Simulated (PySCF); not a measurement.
**Spinor energies of Ag(2+) (silver, charge +2)**

Start: [Kr] 4d9; 4d3/2 filled at m_j = -3/2, -1/2, +1/2, +3/2; 4d5/2 filled at m_j = -3/2, -1/2, +1/2, +3/2, +5/2. Calculated with PySCF 2.14 in x2c-TZVPall-2c: generalised Hartree-Fock with the X2C-1e Hamiltonian and a Gaussian nucleus; one run each with spin-orbit coupling (SO) switched off, then screened by Boettger's factors.

| spinor shell | electrons | ε, spin-free (eV) | ε, screened SO (eV) | weight of nominal j (screened SO) | rms radius, screened SO (bohr) |
| --- | --- | --- | --- | --- | --- |
| 1s1/2 | 2 | -25668.6 | -25666.6 | 1.000 | 0.0357 |
| 2s1/2 | 2 | -3885.0 | -3884.4 | 1.000 | 0.146 |
| 2p1/2 | 2 | -3480.1 | -3601.6 | 1.000 | 0.127 |
| 2p3/2 | 4 | -3480.1 | -3424.1 | 1.000 | 0.131 |
| 3s1/2 | 2 | -767.85 | -767.67 | 1.000 | 0.392 |
| 3p1/2 | 2 | -631.56 | -653.74 | 1.000 | 0.387 |
| 3p3/2 | 4 | -631.56 | -621.23 | 1.000 | 0.398 |
| 3d3/2 | 4 | -417.08 | -420.98 | 0.999 | 0.374 |
| 3d5/2 | 6 | -417.08 | -414.29 | 0.999 | 0.377 |
| 4s1/2 | 2 | -138.87 | -138.82 | 1.000 | 0.976 |
| 4p1/2 | 2 | -97.003 | -101.45 | 0.986 | 1.05 |
| 4p3/2 | 4 | -97.003 | -94.882 | 0.993 | 1.08 |
| 4d3/2 | 4 | -36.139 | -36.783 | 0.907 | 1.40 |
| 4d5/2 | 5 | -36.139 | -35.637 | 0.926 | 1.43 |

```tsv
quantity	spin-free	screened SO
E (hartree)	-5311.37112	-5312.36231
M_J	5/2	5/2
⟨J²⟩	8.757	8.757
⟨L²⟩	6.006	6.020
⟨S²⟩	0.751	0.765
```

Each row is a mean over spinors that exchange with the open shell spreads, by up to 5.484 eV (4p3/2).

Breit and QED terms are absent; they matter most for the inner s and p1/2 levels.

Densities and radii are taken from the X2C orbitals without a picture-change correction, which distorts them close to the nucleus.

Without spin-orbit coupling the j labels of p, d and f shells carry no meaning; the spin-free column gives the mean over the occupied spinors of each nl shell.
